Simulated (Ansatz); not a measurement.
NiF₂. Charge 0, multiplicity 3. Geometry PBE-D4/def2-TZVP, basis def2-TZVP, Ansatz.

```csv
run,HOMO (eV),LUMO (eV)
A,-8.82,-5.15
B,-9.41,-5.00
C,-7.92,-5.99
D,-11.39,-3.29
E,-11.78,-2.84
F,-7.20,-6.33
```

B3LYP takes the VWN-RPA correlation.

HOMO and LUMO are taken over both spins.

Task: The runs used B3LYP, BHLYP, CAM-B3LYP, r2SCAN, r2SCANh, revPBE. Estimate which is which.

Result: A r2SCANh (10 % exact exchange); B B3LYP (20 % exact exchange); C r2SCAN (0 % exact exchange); D CAM-B3LYP (range-separated); E BHLYP (50 % exact exchange); F revPBE (0 % exact exchange). Exact exchange lowers occupied and raises empty levels; among semilocal functionals meta-GGAs tend to open the gap a little, and such runs are hard to tell apart. The gap grows from 0.87 eV (revPBE) to 8.94 eV (BHLYP).
